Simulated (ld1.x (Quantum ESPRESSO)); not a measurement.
# LDA (PZ) ultrasoft dataset for gadolinium (Gd), scalar-relativistic all-electron reference.

Gd, ultrasoft, made with ld1.x (Quantum ESPRESSO) 7.5 (LDA (PZ), scalar-relativistic). Core [Kr] 4d10 4f7, reference 5s2 5p6 5d1 6s2 6p0. Waves: 5s (bound): rcut 1.70, rcutus 2.05 bohr; 6s (bound): rcut 1.70, rcutus 2.05 bohr; 5p (bound): rcut 2.50, rcutus 2.65 bohr; 6p (bound, empty): rcut 2.50, rcutus 2.65 bohr; 5d (bound): rcut 3.50, rcutus 3.85 bohr; 5d channel at 1.85 Ry: rcut 3.50, rcutus 3.85 bohr. Local part: all-electron potential smoothed inside 3.20 bohr (lloc = -2). Core correction: Bessel-smoothed model core, default radius (core density twice the valence density). Augmentation charge: PSQ, inside the norm-conserving radii.

* Cutoffs needed: 18 Ry and 25 Ry (the cutoffs (Ry, on a coarse ladder) from which the occupation-weighted sum of valence levels, in a spherical-Bessel basis at the reference potential, stays within 10 and 1 mRy of its value at 400 Ry)
* Ghost test: no extra level below or beside the all-electron valence levels (s, p, d, f tested) (spherical-Bessel basis up to 400 Ry, 20 bohr box)
* Configuration tests: test run stopped at test 2 of 9 (negative rho)
* Lowest eigenvalue of the overlap operator: 0.08 (p channel)
* Density cutoff estimated by the generator: 117 Ry
